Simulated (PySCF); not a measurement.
## Stretching PPb

Set-up: PySCF, scalar-relativistic core potentials, basis sets P def2-SVP, Pb def2-SVP with ECP60. Energies in eV from P + Pb in their ground configurations at the same level. State: ²Π (doublet), unpaired electrons π ↑.

| R (Å) | LDA | BHandHLYP | UHF-CCSD |
| --- | --- | --- | --- |
| 2.104 | -2.385 | -0.984 |  |
| 2.201 | -3.032 | -1.642 | -0.983 |
| 2.299 | -3.381 | -1.987 | -1.376 |
| 2.373 | -3.499 | -2.099 | -1.513 |
| 2.446 | -3.526 | -2.121 | -1.564 |
| 2.519 | -3.481 | -2.087 | -1.543 |
| 2.617 | -3.342 | -1.989 | -1.437 |
| 2.740 | -3.081 | -1.818 | -1.227 |
| 2.886 | -2.704 | -1.576 | -0.940 |
| 3.082 | -2.190 | -1.235 |  |

Question: Put a parabola through the three lowest points of the LDA curve and estimate Re, k and ωe (reduced mass 26.96 u; 1 eV/Å² = 0.16022 mdyn/Å; ωe = 1302.8·√(k/μ) cm⁻¹).

Answer: Through R = 2.373, 2.446, 2.519 Å the second-order coefficient is 6.76 eV/Å², so Re ≈ 2.437 Å, k ≈ 2.16 mdyn/Å and ωe ≈ 369 cm⁻¹. A polynomial fit of higher order to the unrounded LDA energies gives Re = 2.433 Å, k = 2.19 mdyn/Å, ωe = 371 cm⁻¹; anharmonicity and rounding make the difference.

The higher-order fit for each curve: LDA: Re = 2.433 Å, ωe = 371 cm⁻¹, De = 3.53 eV; BHandHLYP: Re = 2.434 Å, ωe = 337 cm⁻¹, De = 2.12 eV. UHF-CCSD gave no clean fit.

Correlated steps freeze 9 core orbitals. Correlated levels converge slowly with the basis: in double zeta they bind strong bonds too weakly, by up to about 1 eV, and carry superposition errors of some tenths. ⟨S²⟩ of the unrestricted solution departs from its pure value on part of the curve, where spin states mix. Spin–orbit coupling is left out, which matters for elements this heavy, above all for dissociation energies. The state is the lowest determinant that a PBE0 search found; another state may lie lower at other levels.
